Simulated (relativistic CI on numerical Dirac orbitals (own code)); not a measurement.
# Charge states of thallium

Computed by Dirac-Coulomb-Breit CI, separate exchange-only KLI orbitals for each configuration, a model potential for QED, valence Slater integrals scaled by 0.9 (own radial code, finite nucleus).

Each species is treated in one configuration, given outside its closed core. Radial values are for the open shell of highest l, unscaled and averaged over j; ζ includes the Breit term. Labels give the leading LS character, summed over repeated terms.

```tsv
Ion	Configuration	Its lowest level	LS weight (%)	Next level	E (cm⁻¹)	g_J	g√(J(J+1))	ζ (cm⁻¹)
Tl⁷²⁺	2s2 2p5	?	?	?	?	?	?	?
Tl⁷³⁺	2s2 2p4	3P_2	68	1S_0	533060	1.295	3.17	1.153e+07
Tl⁷⁴⁺	2s2 2p3	J = 3/2 (mixed)	49	4S°_3/2	1.7177e+07	1.299	2.52	1.168e+07
Tl⁷⁵⁺	2s2 2p2	3P_0	68	3P_1	1.7418e+07		0.00	1.183e+07
Tl⁷⁶⁺	2s2 2p	2P°_1/2	100	2P°_3/2	1.7983e+07	0.603	0.52	1.198e+07
Tl⁷⁷⁺	2s2	1S_0	100				0.00	
Tl⁷⁸⁺	2s	2S_1/2	100			1.939	1.68	
Tl⁷⁹⁺	1s2	1S_0	100				0.00
```

Task: Fill in the row of Tl⁷²⁺.

Result: Its lowest level 2P°_3/2; LS weight (%) 100; Next level 2P°_1/2; E (cm⁻¹) 1.7089e+07; g_J 1.291; g√(J(J+1)) 2.50; ζ (cm⁻¹) 1.138e+07.
